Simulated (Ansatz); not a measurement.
Consider the formal exchange of groups at the Sn–C bond: `C#[C][SnH3]` + CH₄ → `[CH3][SnH3]` + `C#C`.

Isolated molecules relaxed with PBE0-D4/def2-TZVP in Ansatz; ΔE leaves out vibrations. CCSD(T)/CBS adds triple-zeta CCSD(T) − MP2 to the extrapolated MP2 energy (def2 sets, frozen cores). This one scheme is used for every species. Functionals use def2-TZVPP. B3LYP here is the variant with VWN-RPA as its local correlation; programs differ in this. HSE06 is defined as in plane-wave codes. Elements past krypton have def2 core potentials. For Sn outer-core shells are correlated without core-valence functions, which leaves a few kJ/mol of doubt a bond.

```
        level  ΔE (kJ/mol)
          PBE         37.8
       revPBE         39.2
       r2SCAN         41.3
        B3LYP         40.1
        HSE06         39.1
      LC-ωPBE         39.8
 MP2/def2-SVP         47.2
HF/def2-TZVPP         47.6
```

Problem. What does CCSD(T)/CBS give? (Estimate.)

Solution. Computed: +38.9 kJ/mol. The listed levels differ from it by -1.1, 0.3, 2.4, 1.2, 0.2, 0.9, 8.3, 8.7 kJ/mol.

Problem. What do rigid-rotor, harmonic-oscillator terms from PBE0-D4/def2-TZVP frequencies (298.15 K, 1 bar) make of the CCSD(T)/CBS value? (An estimate is asked.)

Solution. Ansatz gave: ΔZPE = -1.1 kJ/mol, ΔH = +36.7 kJ/mol, ΔS = 4 J/(mol·K), ΔG = +35.5 kJ/mol.

Largest T1 diagnostic among the species: 0.014.

Leaving LDA and LC-ωPBE aside and taking each functional with its dispersion term where it has one, the values, not all of them listed here, spread over 6.9 kJ/mol, from PBE-D4 to B97M-V. LDA lies −4.0 kJ/mol from PBE without D4. From BLYP to BHLYP (50 % exact exchange), in def2-TZVPP and without D4, ΔE moves by +3.0 kJ/mol.
